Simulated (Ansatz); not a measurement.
Au2O⁺. The state is a doublet with charge 1. Geometry r2SCAN-D4/def2-TZVP, that of the neutral singlet; atoms count from 1.

```
atom   x (Å)   y (Å)   z (Å)
 Au1  -0.109   1.038   1.146
 Au2   0.886  -0.902  -0.896
  O3  -0.776  -0.135  -0.250
```

In the def2 sets Au takes a core potential; there is no spin–orbit coupling. The structure comes from a short search, and lower isomers may exist.

Q: Estimate the Mulliken populations from the PBE0/def2-TZVP orbitals of Ansatz.

A: 
```tsv
atom	charge (e)	spin (α − β)	d electrons
Au1	0.71	0.08	9.64
Au2	0.71	0.08	9.64
O3	-0.42	0.84	–
```
Mulliken values depend strongly on the basis.

Q: Where does the spin sit?

A: Summed by element: Au 0.16, O 0.84, of 1 unpaired in all. Largest on single atoms: O3 0.84, Au1 0.08, Au2 0.08.

Q: And the Mayer bond orders between heavy atoms (over 0.3)?

A: Au1–O3 0.91 (1.94 Å); Au2–O3 0.91 (1.94 Å).
